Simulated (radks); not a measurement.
All-electron atom: neutral gadolinium in [Xe] 4f5 5d3 6s2 (not the ground configuration). Method: scalar-relativistic Kohn-Sham, LDA (Slater exchange, Perdew-Wang correlation), spin-unpolarised, spherical densities, finite nucleus; Fermi nuclear charge, rms radius 5.1569 fm; computed with a radial shooting solver on a logarithmic mesh with Libxc functionals.

Local quantities along the radius. ELF = 1/(1 + alpha^2) is the electron localisation function; alpha = (tau - tau_W)/tau_unif compares the Pauli kinetic energy density with that of the uniform gas; 4 pi r^2 rho is in e/bohr; s = |grad rho|/(2 (3 pi^2)^(1/3) rho^(4/3)) is the reduced gradient; r v_xc is r times the local exchange-correlation potential (hartree bohr). tau is taken from the large components.

r (bohr)	ELF	alpha	4 pi r^2 rho	s	r v_xc
0.001061	0.999	0.02406	4.535	0.8154	-0.07173
0.001236	0.999	0.02443	5.803	0.7584	-0.08193
0.00145	0.999	0.02505	7.493	0.7077	-0.09410
0.001688	0.999	0.02588	9.509	0.6675	-0.1072
0.001965	0.999	0.02701	12.01	0.6340	-0.1219
0.002288	0.999	0.02850	15.07	0.6068	-0.1383
0.002663	0.999	0.03046	18.79	0.5853	-0.1566
0.0031	0.999	0.03301	23.24	0.5691	-0.1769
0.003609	0.999	0.03634	28.48	0.5579	-0.1991
0.004202	0.998	0.04072	34.53	0.5515	-0.2234
0.004931	0.998	0.04691	41.73	0.5499	-0.2510
0.00574	0.997	0.05493	49.23	0.5533	-0.2791
0.006683	0.996	0.06601	57.10	0.5615	-0.3085
0.00778	0.993	0.08165	64.98	0.5749	-0.3389
0.009057	0.989	0.1043	72.34	0.5936	-0.3696
0.01054	0.981	0.1381	78.57	0.6176	-0.3998
0.01227	0.965	0.1897	83.04	0.6462	-0.4285
0.01429	0.932	0.2707	85.24	0.6775	-0.4549
0.01677	0.858	0.4069	84.90	0.7078	-0.4795
0.01952	0.730	0.6086	82.44	0.7235	-0.4998
0.02273	0.557	0.8925	78.94	0.7087	-0.5185
0.02646	0.405	1.212	76.07	0.6443	-0.5392
0.0308	0.331	1.421	75.76	0.5283	-0.5668
0.03586	0.347	1.372	79.53	0.3973	-0.6064
0.04174	0.445	1.116	87.66	0.3061	-0.6593
0.0486	0.587	0.8395	98.48	0.2805	-0.7214
0.05703	0.703	0.6498	108.9	0.3116	-0.7874
0.06639	0.744	0.5866	113.5	0.3725	-0.8406
0.07729	0.707	0.6439	110.5	0.4422	-0.8773
0.08998	0.580	0.8508	101.1	0.4906	-0.8972
0.1047	0.414	1.190	90.49	0.4692	-0.9111
0.1219	0.339	1.396	85.35	0.3554	-0.9415
0.142	0.414	1.191	88.76	0.2394	-1.005
0.1653	0.586	0.8404	96.80	0.2231	-1.089
0.1939	0.721	0.6220	100.1	0.3042	-1.163
0.2258	0.737	0.5967	90.67	0.4325	-1.187
0.2628	0.604	0.8104	70.85	0.5717	-1.154
0.306	0.327	1.434	51.11	0.6042	-1.094
0.3562	0.222	1.872	41.73	0.3753	-1.080
0.4147	0.396	1.236	43.70	0.1732	-1.157
0.4828	0.653	0.7284	48.59	0.2112	-1.263
0.562	0.732	0.6052	47.44	0.3464	-1.323
0.6595	0.658	0.7203	38.04	0.5081	-1.304
0.7678	0.470	1.062	26.67	0.6288	-1.229
0.8939	0.308	1.500	18.28	0.6249	-1.151
1.041	0.320	1.457	14.01	0.5079	-1.117
1.211	0.488	1.025	11.88	0.4671	-1.122
1.41	0.620	0.7828	9.850	0.5516	-1.119
1.642	0.599	0.8184	7.377	0.6987	-1.082
1.911	0.451	1.104	4.997	0.8481	-1.016
2.243	0.285	1.583	3.173	0.9343	-0.9388
2.611	0.231	1.823	2.141	0.9245	-0.8829
3.04	0.280	1.602	1.532	0.9249	-0.8464
3.539	0.395	1.238	1.097	1.044	-0.8126
4.12	0.495	1.009	0.7295	1.319	-0.7636
4.796	0.523	0.9541	0.4259	1.792	-0.6908
5.583	0.465	1.073	0.2106	2.579	-0.5952
6.5	0.326	1.439	0.08571	3.934	-0.4839
7.628	0.150	2.381	0.02617	6.590	-0.3615
8.88	0.044	4.674	0.006558	11.62	-0.2525
10.34	0.008	11.28	0.001243	22.35	-0.1608
12.03	0.001	34.07	0.0001725	47.41	-0.09202

On this mesh the ELF has minima near r = 0.031, 0.12, 0.36, 0.89, 2.6 bohr, which separate the shells, and maxima near 0.066 (0.74), 0.23 (0.74), 0.56 (0.73), 1.4 (0.62), 4.8 (0.52).

Self-consistent cycle (total energy in hartree, residual of the potential): 1: -11261.22395, 2e+00; 2: -11261.71813, 1e+00; 3: -11261.82767, 5e-01; 4: -11261.82920, 2e-02; 5: -11261.83028, 7e-03; 6: -11261.83117, 6e-04; 7: -11261.83115, 4e-04; 8: -11261.83116, 8e-06; 9: -11261.83116, 2e-05; 10: -11261.83116, 2e-07; 11: -11261.83116, 7e-08; 12: -11261.83116, 3e-09.
